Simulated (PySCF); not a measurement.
Level of theory: PySCF with B3LYP-D3(BJ)/def2-TZVP. Isolated molecules, 0 K electronic values unless said otherwise. One relaxed conformer stands for a flexible species; it need not be the lowest. B3LYP has the VWN-RPA correlation part, as in Gaussian. Excitations are Tamm–Dancoff values on a coarser integration grid. The basis has no diffuse functions, so Rydberg states are missing or too high.

Reference species (SMILES): `[SiH3]C1=CCC1` (neutral, multiplicity 1).

```json
{
  "HOMO": "-7.10 eV",
  "brightest of the four lowest singlets (TDA)": "6.93 eV",
  "LUMO": "-0.43 eV",
  "HOMO–LUMO gap": "6.67 eV"
}
```

After one change: the HOMO rises by 1.00 eV; the brightest of the four lowest singlets (TDA) falls by 1.88 eV; the LUMO falls by 0.71 eV; the HOMO–LUMO gap drops by 1.71 eV.

**Question.** Which change was made? The new species is one of these.
A) `C[C@@H]1CC1=[SiH2]`
B) `C=CC[SiH]=C` (C–C–C–Si torsion -104°, C–C–Si–C torsion -114°)
C) `C=C=[Si](C)C`
D) `C=C=CC[SiH3]`

**Answer.** B, `C=CC[SiH]=C` (C–C–C–Si torsion -104°, C–C–Si–C torsion -114°)
